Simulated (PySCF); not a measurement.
Vertical excitations of a molecule C₂H₈InN from TDA-PBE/def2-SVPD in PySCF, as energy in eV (oscillator strength): 4.72 (0.033), 4.78 (0.020), 4.86 (0.087), 5.45 (0.015), 5.56 (0.032), 5.84 (0.000), 6.10 (0.030), 6.24 (0.017), 6.35 (0.056), 6.65 (0.161). Lowest triplet (TDA): 3.66 eV. Coordinates come from a PBE0-D3(BJ)/def2-SVP optimisation. The def2 effective core potentials stand for the cores of In; spin–orbit coupling is left out. Other conformers were not sampled.

Problem. Identify the compound among the candidates.
A) C[CH2][InH][NH2]
B) C[N](C)[InH2]
C) [CH3][In]([CH3])[NH2]

Solution. A, C[CH2][InH][NH2]
